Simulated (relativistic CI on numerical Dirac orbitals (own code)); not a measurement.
## Co+ in a cubic cluster: 1s photoemission with charge transfer

Computed with a charge-transfer multiplet model of a cubic metal-ligand cluster with up to 2 ligand holes, Slater and spin-orbit integrals from Dirac-Coulomb-Breit ions, Slater integrals scaled by 0.8. The ground state mixes d8 with configurations of k ligand holes L, whose averages lie at kΔ + k(k − 1)U_dd/2; a core hole lowers each added d electron by U_cd. 300 K, Lorentzian 1.1 eV and Gaussian 0.6 eV FWHM.

Atomic integrals in eV (Slater integrals scaled, ζ unscaled), ground: F2dd 8.285, F4dd 5.103, zeta_d 0.056; with the core hole: F2dd 9.795, F4dd 6.079, zeta_d 0.082, G2cd 0.053.

Cluster parameters (eV): U_dd = 5.9, U_cd = 7.6, 10Dq = 0.4, 10Dq(ligand) = 0.4, V(eg) = 1.3, V(t2g) = -0.55, final-state hopping factor = 1.

| Case | n_d | d8 | d9L | d10L2 | S |
| --- | --- | --- | --- | --- | --- |
| Δ = 2.3 eV | 8.19 | 0.82 | 0.18 | 0.00 | 1.00 |
| Δ = 4.3 eV | 8.10 | 0.91 | 0.09 | 0.00 | 1.00 |
| Δ = 5.3 eV | 8.07 | 0.93 | 0.07 | 0.00 | 1.00 |
| Δ = 6.3 eV | 8.06 | 0.94 | 0.05 | 0.00 | 1.00 |
| Δ = 7.3 eV | 8.04 | 0.96 | 0.04 | 0.00 | 1.00 |

Weights, n_d and S are thermal averages at 300 K. Binding energies count from the first peak over 30 % of the highest in each spectrum, which can be another peak from case to case. The parameters are a model scan and need not match a compound or its usual spin state. Peaks in eV (height, largest 100):
- Δ = 2.3 eV: 0.0 (81), 3.6 (59), 6.8 (100)
- Δ = 4.3 eV: 0.0 (93), 4.0 (100)
- Δ = 5.3 eV: 0.0 (100), 3.7 (89)
- Δ = 6.3 eV: 0.0 (100), 3.5 (59)
- Δ = 7.3 eV: 0.0 (100), 3.5 (35)

Curve for Δ = 6.3 eV (points under 2 left out, the grid thinned):

```json
{"E (eV)": "-3.1", "Intensity": "3.9"}
{"E (eV)": "-2.9", "Intensity": "4.5"}
{"E (eV)": "-2.6", "Intensity": "5.5"}
{"E (eV)": "-2.4", "Intensity": "6.3"}
{"E (eV)": "-2.1", "Intensity": "8.1"}
{"E (eV)": "-1.9", "Intensity": "9.7"}
{"E (eV)": "-1.6", "Intensity": "13.2"}
{"E (eV)": "-1.4", "Intensity": "16.6"}
{"E (eV)": "-1.1", "Intensity": "24.9"}
{"E (eV)": "-0.9", "Intensity": "33.9"}
{"E (eV)": "-0.6", "Intensity": "54.9"}
{"E (eV)": "-0.4", "Intensity": "73.5"}
{"E (eV)": "-0.1", "Intensity": "97.0"}
{"E (eV)": "0.1", "Intensity": "99.6"}
{"E (eV)": "0.4", "Intensity": "80.9"}
{"E (eV)": "0.6", "Intensity": "62.4"}
{"E (eV)": "0.9", "Intensity": "39.9"}
{"E (eV)": "1.1", "Intensity": "30.3"}
{"E (eV)": "1.4", "Intensity": "21.8"}
{"E (eV)": "1.6", "Intensity": "18.8"}
{"E (eV)": "1.9", "Intensity": "16.8"}
{"E (eV)": "2.1", "Intensity": "17.1"}
{"E (eV)": "2.3", "Intensity": "18.6"}
{"E (eV)": "2.6", "Intensity": "24.1"}
{"E (eV)": "2.8", "Intensity": "30.7"}
{"E (eV)": "3.1", "Intensity": "44.9"}
{"E (eV)": "3.3", "Intensity": "54.1"}
{"E (eV)": "3.6", "Intensity": "58.0"}
{"E (eV)": "3.8", "Intensity": "51.7"}
{"E (eV)": "4.1", "Intensity": "36.0"}
{"E (eV)": "4.3", "Intensity": "26.6"}
{"E (eV)": "4.6", "Intensity": "16.9"}
{"E (eV)": "4.8", "Intensity": "12.9"}
{"E (eV)": "5.1", "Intensity": "9.0"}
{"E (eV)": "5.3", "Intensity": "7.4"}
{"E (eV)": "5.6", "Intensity": "5.7"}
{"E (eV)": "5.8", "Intensity": "4.9"}
{"E (eV)": "6.1", "Intensity": "4.0"}
{"E (eV)": "6.3", "Intensity": "3.6"}
{"E (eV)": "6.6", "Intensity": "3.1"}
{"E (eV)": "6.8", "Intensity": "2.9"}
{"E (eV)": "7.1", "Intensity": "2.7"}
{"E (eV)": "7.3", "Intensity": "2.5"}
{"E (eV)": "7.6", "Intensity": "2.3"}
{"E (eV)": "7.8", "Intensity": "2.1"}
```

For the case Δ = 5.3 eV, Δ = 5.3 eV is smaller than U_dd = 5.9 eV, the charge-transfer side of the Zaanen-Sawatzky-Allen scheme. With the core hole the configuration with one ligand hole lies at Δ − U_cd = -5.3, -3.3, -2.3, -1.3, -0.3 eV from the one without, in the order of the table; where this is negative the screened configuration lies lower, though the effective hopping of about 1.8 eV (from the holes of the mixed ground state) mixes the two strongly wherever it is as large as the gap.
